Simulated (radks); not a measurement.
Values are calculated unless marked as measured or tabulated.
Q: Ir LIII, 25 electrons, occupied as [Ar] 3d7 (the NIST ground configuration). Level of theory: non-relativistic Kohn-Sham, LB94 model potential, spin-polarised, spherical densities, point nucleus; open shells are filled with parallel spins first (spin-orbit coupling, left out, can overturn this in heavy ions); relativity is left out, which matters for an element this heavy (a radial shooting solver on a logarithmic mesh with Libxc functionals). Some entries of the table are withheld. Estimate them.

orbital,occ.,eigenvalue (eV),r(max) (bohr),<r> (bohr)
1s down,1,-72595.90,0.01305,0.01965
1s up,1,-72595.32,0.01305,0.01965
2s up,1,-14604.85,0.07081,0.08248
2s down,1,-14601.95,0.07080,0.08243
2p up,3,-14172.52,0.05492,0.06968
2p down,3,-14171.76,0.05491,0.06964
3s up,1,-5484.266,0.1902,(1)
3s down,1,-5469.416,0.1903,(2)
3p up,3,-5293.097,0.1784,0.1916
3p down,3,-5277.247,0.1785,0.1918
3d up,5,-4955.341,0.1389,0.1660
3d down,2,-4939.440,0.1388,0.1661

A: 
(1) 3s up <r> (bohr): 0.2020
(2) 3s down <r> (bohr): 0.2022
